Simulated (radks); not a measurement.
Results of a calculation; reference values are marked as such.
Charge is removed step by step from the 5s down level of the indium ion In+, starting from [Kr] 4d10 5s(up 1, down 1). Code: a radial shooting solver on a logarithmic mesh with Libxc functionals. Model: scalar-relativistic Kohn-Sham, PBE, spin-polarised, spherical densities, point nucleus.

\begin{tabular}{lrrr}
removed (e) & E - E(0) (eV) & eigenvalue (eV) & E minus straight line (eV) \\ \hline
0 & 0.000 & -14.925 & 0.000 \\
0.125 & 1.927 & -15.921 & -0.445 \\
0.25 & 3.980 & -16.925 & -0.765 \\
0.375 & 6.158 & -17.939 & -0.959 \\
0.5 & 8.464 & -18.962 & -1.026 \\
0.625 & 10.898 & -19.994 & -0.964 \\
0.75 & 13.462 & -21.035 & -0.773 \\
0.875 & 16.156 & -22.078 & -0.451 \\
1 & 18.980 & -23.098 & 0.000 \\
\end{tabular}

Removing the whole electron costs 18.980 eV by Delta-SCF, against 14.925 eV from minus the eigenvalue at the starting occupation. Slater's transition state (half an electron removed) gives 18.962 eV. Integrating minus the eigenvalue over the occupation (Janak's theorem) gives 18.983 eV. In this scalar-relativistic scheme the density is built from large components alone, so the theorem holds only approximately. The mean slope of the eigenvalue, de/dn, is 8.17 eV per electron. Ionisation energy of In+ in the NIST Atomic Spectra Database: 18.870 eV (measured).
